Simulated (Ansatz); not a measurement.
The cluster Cs₃I₄. Total charge 0; doublet. Geometry PBE0-D4/def2-SVP.

```xyz
7

Cs    3.663    0.431   -0.193
Cs   -1.110   -0.835   -2.385
Cs   -2.493    0.269    2.720
I     0.627   -1.492    1.248
I     1.136    1.485    2.493
I    -4.082    0.022   -0.443
I     2.259    0.120   -3.440
```

In the def2 sets Cs, I take a core potential; there is no spin–orbit coupling. In the doublet, I4 and I5 lie 3.27 Å apart (atoms count from 1), so these atoms are partly bonded to each other. Another isomer (doublet) lies 0.12 eV lower at PBE0-D4/def2-TZVP; other spin states weren't run for this one.

Problem. Estimate the α-spin orbital energies around the gap (eV) in Ansatz with PBE-D4/def2-SVP, PBE-D4/def2-TZVP, r2SCAN-D4/def2-TZVP, r2SCANh-D4/def2-TZVP, PBE0-D4/def2-TZVP.

Solution. 
```json
{"orbital": "HOMO−13", "PBE-D4/def2-SVP": "-12.99", "PBE-D4/def2-TZVP": "-12.97", "r2SCAN-D4/def2-TZVP": "-13.42", "r2SCANh-D4/def2-TZVP": "-13.93", "PBE0-D4/def2-TZVP": "-14.40"}
{"orbital": "HOMO−12", "PBE-D4/def2-SVP": "-12.74", "PBE-D4/def2-TZVP": "-12.73", "r2SCAN-D4/def2-TZVP": "-13.15", "r2SCANh-D4/def2-TZVP": "-13.67", "PBE0-D4/def2-TZVP": "-14.17"}
{"orbital": "HOMO−11", "PBE-D4/def2-SVP": "-7.82", "PBE-D4/def2-TZVP": "-7.87", "r2SCAN-D4/def2-TZVP": "-8.29", "r2SCANh-D4/def2-TZVP": "-8.77", "PBE0-D4/def2-TZVP": "-9.22"}
{"orbital": "HOMO−10", "PBE-D4/def2-SVP": "-6.74", "PBE-D4/def2-TZVP": "-6.81", "r2SCAN-D4/def2-TZVP": "-7.13", "r2SCANh-D4/def2-TZVP": "-7.56", "PBE0-D4/def2-TZVP": "-8.00"}
{"orbital": "HOMO−9", "PBE-D4/def2-SVP": "-6.55", "PBE-D4/def2-TZVP": "-6.64", "r2SCAN-D4/def2-TZVP": "-6.98", "r2SCANh-D4/def2-TZVP": "-7.41", "PBE0-D4/def2-TZVP": "-7.84"}
{"orbital": "HOMO−8", "PBE-D4/def2-SVP": "-6.16", "PBE-D4/def2-TZVP": "-6.23", "r2SCAN-D4/def2-TZVP": "-6.56", "r2SCANh-D4/def2-TZVP": "-6.97", "PBE0-D4/def2-TZVP": "-7.38"}
{"orbital": "HOMO−7", "PBE-D4/def2-SVP": "-5.88", "PBE-D4/def2-TZVP": "-5.98", "r2SCAN-D4/def2-TZVP": "-6.31", "r2SCANh-D4/def2-TZVP": "-6.72", "PBE0-D4/def2-TZVP": "-7.13"}
{"orbital": "HOMO−6", "PBE-D4/def2-SVP": "-5.29", "PBE-D4/def2-TZVP": "-5.35", "r2SCAN-D4/def2-TZVP": "-5.73", "r2SCANh-D4/def2-TZVP": "-6.14", "PBE0-D4/def2-TZVP": "-6.48"}
{"orbital": "HOMO−5", "PBE-D4/def2-SVP": "-5.09", "PBE-D4/def2-TZVP": "-5.17", "r2SCAN-D4/def2-TZVP": "-5.36", "r2SCANh-D4/def2-TZVP": "-5.75", "PBE0-D4/def2-TZVP": "-6.19"}
{"orbital": "HOMO−4", "PBE-D4/def2-SVP": "-4.96", "PBE-D4/def2-TZVP": "-5.05", "r2SCAN-D4/def2-TZVP": "-5.25", "r2SCANh-D4/def2-TZVP": "-5.63", "PBE0-D4/def2-TZVP": "-6.06"}
{"orbital": "HOMO−3", "PBE-D4/def2-SVP": "-4.90", "PBE-D4/def2-TZVP": "-4.99", "r2SCAN-D4/def2-TZVP": "-5.19", "r2SCANh-D4/def2-TZVP": "-5.58", "PBE0-D4/def2-TZVP": "-6.01"}
{"orbital": "HOMO−2", "PBE-D4/def2-SVP": "-4.81", "PBE-D4/def2-TZVP": "-4.89", "r2SCAN-D4/def2-TZVP": "-5.11", "r2SCANh-D4/def2-TZVP": "-5.49", "PBE0-D4/def2-TZVP": "-5.91"}
{"orbital": "HOMO−1", "PBE-D4/def2-SVP": "-4.76", "PBE-D4/def2-TZVP": "-4.85", "r2SCAN-D4/def2-TZVP": "-5.07", "r2SCANh-D4/def2-TZVP": "-5.45", "PBE0-D4/def2-TZVP": "-5.86"}
{"orbital": "HOMO", "PBE-D4/def2-SVP": "-4.76", "PBE-D4/def2-TZVP": "-4.85", "r2SCAN-D4/def2-TZVP": "-5.06", "r2SCANh-D4/def2-TZVP": "-5.44", "PBE0-D4/def2-TZVP": "-5.86"}
{"orbital": "LUMO", "PBE-D4/def2-SVP": "-1.47", "PBE-D4/def2-TZVP": "-1.46", "r2SCAN-D4/def2-TZVP": "-0.86", "r2SCANh-D4/def2-TZVP": "-0.76", "PBE0-D4/def2-TZVP": "-0.97"}
{"orbital": "LUMO+1", "PBE-D4/def2-SVP": "-1.14", "PBE-D4/def2-TZVP": "-1.12", "r2SCAN-D4/def2-TZVP": "-0.50", "r2SCANh-D4/def2-TZVP": "-0.43", "PBE0-D4/def2-TZVP": "-0.67"}
{"orbital": "LUMO+2", "PBE-D4/def2-SVP": "-0.77", "PBE-D4/def2-TZVP": "-0.76", "r2SCAN-D4/def2-TZVP": "-0.18", "r2SCANh-D4/def2-TZVP": "-0.09", "PBE0-D4/def2-TZVP": "-0.30"}
{"orbital": "LUMO+3", "PBE-D4/def2-SVP": "-0.24", "PBE-D4/def2-TZVP": "-0.26", "r2SCAN-D4/def2-TZVP": "0.23", "r2SCANh-D4/def2-TZVP": "0.30", "PBE0-D4/def2-TZVP": "0.10"}
{"orbital": "LUMO+4", "PBE-D4/def2-SVP": "-0.16", "PBE-D4/def2-TZVP": "-0.21", "r2SCAN-D4/def2-TZVP": "0.23", "r2SCANh-D4/def2-TZVP": "0.34", "PBE0-D4/def2-TZVP": "0.16"}
{"orbital": "LUMO+5", "PBE-D4/def2-SVP": "-0.13", "PBE-D4/def2-TZVP": "-0.21", "r2SCAN-D4/def2-TZVP": "0.26", "r2SCANh-D4/def2-TZVP": "0.34", "PBE0-D4/def2-TZVP": "0.17"}
{"orbital": "β HOMO", "PBE-D4/def2-SVP": "-4.75", "PBE-D4/def2-TZVP": "-4.84", "r2SCAN-D4/def2-TZVP": "-5.06", "r2SCANh-D4/def2-TZVP": "-5.44", "PBE0-D4/def2-TZVP": "-5.86"}
{"orbital": "β LUMO", "PBE-D4/def2-SVP": "-4.62", "PBE-D4/def2-TZVP": "-4.65", "r2SCAN-D4/def2-TZVP": "-4.57", "r2SCANh-D4/def2-TZVP": "-4.30", "PBE0-D4/def2-TZVP": "-3.99"}
```
